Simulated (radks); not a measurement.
Task: The mean radii <r> (bohr) of the occupied orbitals of an atom or ion are listed with their occupations. All-electron calculation, Dirac Kohn-Sham, exchange-only PBE, spin-unpolarised, spherical densities, finite nucleus; Fermi nuclear charge, rms radius of each element as measured or else 0.836 A^(1/3) + 0.57 fm. Program: a radial shooting solver on a logarithmic mesh with Libxc functionals.

orbital  occ.      <r>
1s1/2       2  0.01687
2s1/2       2  0.07046
2p1/2       2  0.05797
2p3/2       4  0.06652
3s1/2       2   0.1832
3p1/2       2   0.1735
3p3/2       4   0.1891
3d3/2       4   0.1647
3d5/2       6   0.1695
4s1/2       2   0.4061
4p1/2       2   0.4083
4p3/2       4   0.4417
4d3/2       4   0.4486
4d5/2       6   0.4594
5s1/2       2   0.8595
4f5/2       6   0.4779
4f7/2       8   0.4836
5p1/2       2   0.8992

Name the element and its charge. Open shells, if any, fill j = l - 1/2 first.

Result: Z = 79, gold, charge +15: Au15+ in [Kr] 4d10 4f14 5s2 5p2. The 1s radius gives Z: for a bare nucleus <r> = (2 gamma + 1)/(2Z) with gamma = sqrt(1 - (Z/c)^2), 0.01667 bohr for Z = 79, and screening makes it slightly larger (0.01687 here). The occupations add up to 64, and the charge is Z minus that.
